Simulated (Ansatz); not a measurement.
## How basis sets differ on GeH3Br (SMILES [GeH3][Br])

GeH3Br: 5 atoms, total charge 0, spin state singlet. As SMILES, `[GeH3][Br]`. Geometry: relaxed at PBE0-D4/def2-TZVP.

Quantity: the HOMO–LUMO gap, in eV. The values are calculated.

| level | kind | program | value (eV) | CPU time |
| --- | --- | --- | --- | --- |
| PBE0/def2-SV(P) | global hybrid | Ansatz | 7.73 | 2.3 s |
| PBE0/def2-SVP | global hybrid | Ansatz | 7.71 | 2.6 s |
| PBE0/aug-cc-pVDZ | global hybrid | Ansatz | 7.32 | 11 s |
| PBE0/def2-TZVP | global hybrid | Ansatz | 7.64 | 3.5 s |
| PBE0/def2-TZVPP | global hybrid | Ansatz | 7.64 | 4.6 s |
| PBE0/def2-QZVP | global hybrid | Ansatz | 7.50 | 12 s |
| PBE0/def2-QZVPP | global hybrid | Ansatz | 7.50 | 17 s |

All-electron rows without a relativistic Hamiltonian named are non-relativistic. The values span 7.32 to 7.73 eV. Orbital gaps aren't excitation energies. CPU times are rough (shared hosts, several kinds of processor): they show what a rung costs within a factor of a few.
